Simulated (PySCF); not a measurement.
Species: C6H12S.
Bonds: C1–C2, C2–C3, C2–S4, S4–C5, C5–C6, C6–C7, C5–C7. Hydrogens: H8, H9, H10 on C1; H11 on C2; H12, H13, H14 on C3; H15 on C5; H16, H17 on C6; H18, H19 on C7.

The same species was optimised twice, with GFN2-xTB and with PBE0-D3(BJ)/def2-SVP (PySCF), and the same property calculations (PySCF, gas phase) were run on both structures.

```tsv
coordinate	GFN2-xTB	PBE0-D3(BJ)/def2-SVP	change
C2–S4 (Å)	1.847	1.831	-0.016
S4–C5 (Å)	1.795	1.781	-0.014
C5–C7 (Å)	1.496	1.502	+0.006
C5–C6 (Å)	1.498	1.504	+0.006
C2–C3 (Å)	1.520	1.521	+0.001
C6–C7 (Å)	1.496	1.496	0.000
C1–C2 (Å)	1.519	1.519	0.000
C1–C2–S4 (°)	110.3	112.2	+1.9
C2–S4–C5 (°)	99.6	101.2	+1.6
C3–C2–S4 (°)	108.1	107.2	-0.9
S4–C5–C6 (°)	119.0	119.9	+0.9
S4–C5–C7 (°)	118.1	117.4	-0.7
C1–C2–C3 (°)	112.0	112.4	+0.4
C6–C5–C7 (°)	60.0	59.7	-0.3
C5–C6–C7 (°)	60.0	60.1	+0.1
C1–C2–S4–C5 (°)	80	65	-15
C2–S4–C5–C6 (°)	73	70	-3
```

Rotational constants: A = 4239, B = 1233, C = 1177 MHz (GFN2-xTB) against A = 4266, B = 1273, C = 1160 MHz (PBE0-D3(BJ)/def2-SVP). Point groups within 0.08 Å: C1 and C1.

On the GFN2-xTB structure: isotropic polarisability (au) 92.7 [PBE0/def2-SVPD]; HOMO (eV) -6.27 [PBE0/def2-SVPD]; LUMO (eV) 0.60 [PBE0/def2-SVPD]; dipole (D) 1.78 [PBE0/def2-SVPD]; HOMO (eV) -6.28 [PBE0/pcSseg-1]; LUMO (eV) 0.98 [PBE0/pcSseg-1]; dipole (D) 1.71 [PBE0/pcSseg-1]; GIAO shielding of C1/C3 (mean) (ppm) 161.3 [PBE0/pcSseg-1]; GIAO shielding of C2 (ppm) 140.0 [PBE0/pcSseg-1]; GIAO shielding of S4 (ppm) 401.0 [PBE0/pcSseg-1]; GIAO shielding of C5 (ppm) 166.6 [PBE0/pcSseg-1]; GIAO shielding of C6/C7 (mean) (ppm) 176.7 [PBE0/pcSseg-1].

Problem. What do these properties become on the PBE0-D3(BJ)/def2-SVP structure?

Solution. 
```csv
property,level,on GFN2-xTB,on PBE0-D3(BJ)/def2-SVP,change
isotropic polarisability (au),PBE0/def2-SVPD,92.7,93.7,+1.0
HOMO (eV),PBE0/def2-SVPD,-6.27,-6.31,-0.04
LUMO (eV),PBE0/def2-SVPD,0.60,0.62,+0.02
dipole (D),PBE0/def2-SVPD,1.78,1.72,-0.06
"energy, GFN2-xTB geometry as zero (kcal/mol)",PBE0/def2-SVPD,0.0,-1.3,-1.3
HOMO (eV),PBE0/pcSseg-1,-6.28,-6.32,-0.04
LUMO (eV),PBE0/pcSseg-1,0.98,1.06,+0.08
dipole (D),PBE0/pcSseg-1,1.71,1.66,-0.05
"energy, GFN2-xTB geometry as zero (kcal/mol)",PBE0/pcSseg-1,0.0,-0.8,-0.8
GIAO shielding of C1/C3 (mean) (ppm),PBE0/pcSseg-1,161.3,160.6,-0.7
GIAO shielding of C2 (ppm),PBE0/pcSseg-1,140.0,143.0,+3.0
GIAO shielding of S4 (ppm),PBE0/pcSseg-1,401.0,420.5,+19.5
GIAO shielding of C5 (ppm),PBE0/pcSseg-1,166.6,168.6,+2.0
GIAO shielding of C6/C7 (mean) (ppm),PBE0/pcSseg-1,176.7,174.5,-2.2
```

The heavy atoms differ by 0.143 Å rms after alignment. Among bonds between heavy atoms C2–S4 changes most (-0.016 Å). Changes are differences of the printed values. Neither structure is proved a minimum here.

Conformer computed: `[CH3:1][CH:2]([CH3:3])[S:4][CH:5]1[CH2:6][CH2:7]1`: C1–C2–S4–C5 65°, C2–S4–C5–C6 70°.
